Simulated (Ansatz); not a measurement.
The cluster Ga₇Sb₇⁺. The state is a doublet with charge 1. Geometry PBE-D4/def2-SVP, loosely relaxed.

Cartesian coordinates in Å:
```
Ga 2.435 0.231 1.349
Ga 0.882 1.553 -0.664
Ga 0.315 -0.806 3.454
Ga -0.504 -0.265 -3.182
Ga -0.964 -0.277 0.648
Ga 3.751 1.045 -0.957
Ga -1.120 -2.284 -1.320
Sb -2.532 2.502 0.565
Sb -1.286 2.539 -2.093
Sb -1.245 -2.764 1.553
Sb 0.012 1.835 1.994
Sb 1.576 -2.525 1.254
Sb -2.972 0.330 -1.299
Sb 1.652 -1.114 -1.304
```

In the def2 sets Sb takes a core potential, while STO-3G treats all electrons; there is no spin–orbit coupling. Single mean-field runs in def2-SVP, def2-TZVP are fitted with def2-universal-jkfit. At HF/STO-3G the charge 1 doublet is spin-contaminated (final ⟨S²⟩ up to 6.62, 0.75 for a pure state). The geometry of the charge 1 doublet is only loosely relaxed. Another isomer (doublet) lies 1.13 eV lower at PBE0-D4/def2-TZVP; other spin states weren't run for this one.

(1) Estimate the α-spin orbital energies around the gap (eV) in Ansatz with HF/STO-3G, PBE-D4/def2-SVP, r2SCAN-D4/def2-TZVP, B97M-V/def2-TZVP, PBE0-D4/def2-TZVP.

Results:

(1) 
| orbital | HF/STO-3G | PBE-D4/def2-SVP | r2SCAN-D4/def2-TZVP | B97M-V/def2-TZVP | PBE0-D4/def2-TZVP |
| --- | --- | --- | --- | --- | --- |
| HOMO−13 | -12.23 | -10.55 | -10.78 | -10.54 | -11.39 |
| HOMO−12 | -11.64 | -10.26 | -10.51 | -10.29 | -11.12 |
| HOMO−11 | -11.49 | -9.97 | -10.21 | -9.98 | -10.80 |
| HOMO−10 | -11.08 | -9.63 | -9.85 | -9.63 | -10.40 |
| HOMO−9 | -10.74 | -9.49 | -9.72 | -9.49 | -10.22 |
| HOMO−8 | -10.55 | -9.37 | -9.56 | -9.34 | -10.07 |
| HOMO−7 | -10.20 | -9.26 | -9.47 | -9.25 | -9.97 |
| HOMO−6 | -10.13 | -8.91 | -9.11 | -8.89 | -9.59 |
| HOMO−5 | -9.60 | -8.72 | -8.93 | -8.72 | -9.39 |
| HOMO−4 | -9.24 | -8.67 | -8.86 | -8.64 | -9.33 |
| HOMO−3 | -8.87 | -8.46 | -8.63 | -8.42 | -9.07 |
| HOMO−2 | -8.01 | -8.23 | -8.38 | -8.16 | -8.83 |
| HOMO−1 | -7.76 | -8.05 | -8.19 | -7.97 | -8.60 |
| HOMO | -7.59 | -7.57 | -7.81 | -7.52 | -8.16 |
| LUMO | -2.33 | -6.76 | -6.79 | -6.58 | -6.27 |
| LUMO+1 | -1.85 | -6.47 | -6.49 | -6.28 | -5.96 |
| LUMO+2 | -1.29 | -6.17 | -6.13 | -5.96 | -5.61 |
| LUMO+3 | -1.23 | -6.06 | -6.03 | -5.84 | -5.50 |
| LUMO+4 | -0.95 | -5.84 | -5.78 | -5.65 | -5.25 |
| LUMO+5 | -0.81 | -5.70 | -5.64 | -5.53 | -5.11 |
| β HOMO | -7.49 | -8.02 | -8.16 | -7.93 | -8.57 |
| β LUMO | -2.32 | -7.26 | -7.19 | -7.09 | -6.71 |
